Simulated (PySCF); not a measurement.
PySCF input (HF/def2-TZVPD):

```python
from pyscf import gto, scf, dft

mol = gto.M(
    atom='''
    Ga   -0.00000000   -0.00000000   -0.87130525
    Cl    0.00000000    0.00000000    1.58885075
    ''',
    basis='def2-tzvpd',
    charge=-1,
    spin=1,
    symmetry='C2v',
    verbose=4,
)

mf = scf.UHF(mol).density_fit(auxbasis='def2-universal-jkfit')
mf.conv_tol = 1e-9
mf.max_cycle = 100
mf.max_memory = 1500
mf.kernel()
if not mf.converged:
    mf = mf.newton()
    mf.kernel(mf.make_rdm1())
mf.analyze()
```

End of the output:

```
Extra cycle  E= -2382.82640350837  delta_E= -1.18e-11  |g|= 1.94e-06  |ddm|= 9.36e-06
converged SCF energy = -2382.82640350837  <S^2> = 0.7690527  2S+1 = 2.0189628
**** SCF Summaries ****
Total Energy =                       -2382.826403508367548
Nuclear Repulsion Energy =             113.357197736582577
One-electron Energy =                -3557.420760626738684
Two-electron Energy =                 1061.237159381788615
Two-electron Coulomb Energy =         1162.544244174154301
DFT Exchange-Correlation Energy =     -101.307084792365686
HOMO-LUMO gap [eV] =                     5.484048491703292
Wave-function symmetry = B1
alpha occupancy for each irrep:     A1   A2   B1   B2
                                    13    1    6    5
beta  occupancy for each irrep:     A1   A2   B1   B2
                                    13    1    5    5
**** MO energy ****
alpha MO #1 (A1 #1), energy= -378.614687852941 occ= 1
alpha MO #2 (A1 #2), energy= -104.588464167392 occ= 1
alpha MO #3 (A1 #3), energy= -47.9649358059087 occ= 1
alpha MO #4 (B1 #1), energy= -42.2917392885937 occ= 1
alpha MO #5 (B2 #1), energy= -42.291714030067 occ= 1
alpha MO #6 (A1 #4), energy= -42.2910634767023 occ= 1
alpha MO #7 (A1 #5), energy= -10.3165145782766 occ= 1
alpha MO #8 (B1 #2), energy= -7.783131487418 occ= 1
alpha MO #9 (A1 #6), energy= -7.7827634125541 occ= 1
alpha MO #10 (B2 #2), energy= -7.78246629551943 occ= 1
alpha MO #11 (A1 #7), energy= -6.19131686441895 occ= 1
alpha MO #12 (B2 #3), energy= -4.28191665613412 occ= 1
alpha MO #13 (B1 #3), energy= -4.28138083274124 occ= 1
alpha MO #14 (A1 #8), energy= -4.27920372297236 occ= 1
alpha MO #15 (A1 #9), energy= -0.99425836489313 occ= 1
alpha MO #16 (B2 #4), energy= -0.992206137531879 occ= 1
alpha MO #17 (A2 #1), energy= -0.990256797654268 occ= 1
alpha MO #18 (A1 #10), energy= -0.988514698249767 occ= 1
alpha MO #19 (B1 #4), energy= -0.987335234386444 occ= 1
alpha MO #20 (A1 #11), energy= -0.831470169891496 occ= 1
alpha MO #21 (A1 #12), energy= -0.322971170972146 occ= 1
alpha MO #22 (B1 #5), energy= -0.243532198380512 occ= 1
alpha MO #23 (B2 #5), energy= -0.237530982608524 occ= 1
alpha MO #24 (A1 #13), energy= -0.175351674330003 occ= 1
alpha MO #25 (B1 #6), energy= -0.0174026939481156 occ= 1
alpha MO #26 (A1 #14), energy= 0.184132372574133 occ= 0
alpha MO #27 (B2 #6), energy= 0.194304107875107 occ= 0
alpha MO #28 (A1 #15), energy= 0.211068667543927 occ= 0
alpha MO #29 (B1 #7), energy= 0.234009869579003 occ= 0
alpha MO #30 (A1 #16), energy= 0.237129606777199 occ= 0
alpha MO #31 (B2 #7), energy= 0.244955687475201 occ= 0
alpha MO #32 (A2 #2), energy= 0.255237461347435 occ= 0
alpha MO #33 (A1 #17), energy= 0.255692903346225 occ= 0
alpha MO #34 (B1 #8), energy= 0.28142592687125 occ= 0
alpha MO #35 (B2 #8), energy= 0.287297520266803 occ= 0
alpha MO #36 (A1 #18), energy= 0.343862077359699 occ= 0
alpha MO #37 (A1 #19), energy= 0.416804781833047 occ= 0
alpha MO #38 (A1 #20), energy= 0.46588420520954 occ= 0
alpha MO #39 (A2 #3), energy= 0.480697085032367 occ= 0
alpha MO #40 (A1 #21), energy= 0.480965393570114 occ= 0
alpha MO #41 (B1 #9), energy= 0.516218450738299 occ= 0
alpha MO #42 (B2 #9), energy= 0.519501642872939 occ= 0
alpha MO #43 (A2 #4), energy= 0.547908884676305 occ= 0
alpha MO #44 (A1 #22), energy= 0.548392017500078 occ= 0
alpha MO #45 (A1 #23), energy= 0.586672128250061 occ= 0
alpha MO #46 (B1 #10), energy= 0.587634285282826 occ= 0
alpha MO #47 (B2 #10), energy= 0.598911089139916 occ= 0
alpha MO #48 (B1 #11), energy= 0.620145807234435 occ= 0
alpha MO #49 (B2 #11), energy= 0.627287243210706 occ= 0
alpha MO #50 (A1 #24), energy= 0.718135346231463 occ= 0
alpha MO #51 (A1 #25), energy= 0.725361302056077 occ= 0
alpha MO #52 (B2 #12), energy= 0.849494289669357 occ= 0
alpha MO #53 (B1 #12), energy= 0.851668125903407 occ= 0
alpha MO #54 (A1 #26), energy= 0.966632789066889 occ= 0
alpha MO #55 (B2 #13), energy= 1.01720190735624 occ= 0
alpha MO #56 (B1 #13), energy= 1.01956770832829 occ= 0
alpha MO #57 (A2 #5), energy= 1.0256933608005 occ= 0
alpha MO #58 (A1 #27), energy= 1.0257019901218 occ= 0
alpha MO #59 (A1 #28), energy= 1.14236812214912 occ= 0
alpha MO #60 (A1 #29), energy= 1.25800585348025 occ= 0
alpha MO #61 (A2 #6), energy= 1.25812031863709 occ= 0
alpha MO #62 (B2 #14), energy= 1.28414890879284 occ= 0
alpha MO #63 (B1 #14), energy= 1.28868548972904 occ= 0
alpha MO #64 (A1 #30), energy= 1.30255506606247 occ= 0
alpha MO #65 (B2 #15), energy= 1.30544071616555 occ= 0
alpha MO #66 (B1 #15), energy= 1.3054438190639 occ= 0
alpha MO #67 (A1 #31), energy= 1.33158992105759 occ= 0
alpha MO #68 (A2 #7), energy= 1.33178023035432 occ= 0
alpha MO #69 (A1 #32), energy= 1.43300437139895 occ= 0
alpha MO #70 (B2 #16), energy= 1.46725762232726 occ= 0
alpha MO #71 (B1 #16), energy= 1.47463269018661 occ= 0
alpha MO #72 (A1 #33), energy= 1.64426761630666 occ= 0
alpha MO #73 (A1 #34), energy= 2.49076766721827 occ= 0
alpha MO #74 (A2 #8), energy= 2.4907693542582 occ= 0
alpha MO #75 (B2 #17), energy= 2.53856385141231 occ= 0
alpha MO #76 (B1 #17), energy= 2.54035542462859 occ= 0
alpha MO #77 (A1 #35), energy= 2.54869864023991 occ= 0
alpha MO #78 (B2 #18), energy= 2.64121973517557 occ= 0
alpha MO #79 (B1 #18), energy= 2.64121976667829 occ= 0
alpha MO #80 (A2 #9), energy= 2.64933321801618 occ= 0
alpha MO #81 (A1 #36), energy= 2.64933569110537 occ= 0
alpha MO #82 (B2 #19), energy= 2.6864759862341 occ= 0
alpha MO #83 (B1 #19), energy= 2.69074059023043 occ= 0
alpha MO #84 (A1 #37), energy= 2.85544319860996 occ= 0
alpha MO #85 (A2 #10), energy= 2.85625100226949 occ= 0
alpha MO #86 (B2 #20), energy= 2.85676487253981 occ= 0
alpha MO #87 (B1 #20), energy= 2.85829169557801 occ= 0
alpha MO #88 (A1 #38), energy= 2.87446123448445 occ= 0
alpha MO #89 (A1 #39), energy= 2.92273887169404 occ= 0
alpha MO #90 (B2 #21), energy= 2.98482541981642 occ= 0
alpha MO #91 (B1 #21), energy= 2.99386164443942 occ= 0
alpha MO #92 (A1 #40), energy= 3.17100331656602 occ= 0
alpha MO #93 (B2 #22), energy= 3.88868742142825 occ= 0
alpha MO #94 (B1 #22), energy= 3.89255073040134 occ= 0
alpha MO #95 (A1 #41), energy= 4.34780168573107 occ= 0
alpha MO #96 (A1 #42), energy= 5.07587720087054 occ= 0
alpha MO #97 (B2 #23), energy= 11.7723055202903 occ= 0
alpha MO #98 (B1 #23), energy= 11.7727507292817 occ= 0
alpha MO #99 (A1 #43), energy= 12.007866641393 occ= 0
alpha MO #100 (A1 #44), energy= 25.7743148991338 occ= 0
beta  MO #1 (A1 #1), energy= -378.613858257405 occ= 1
beta  MO #2 (A1 #2), energy= -104.588070687755 occ= 1
[...]
```
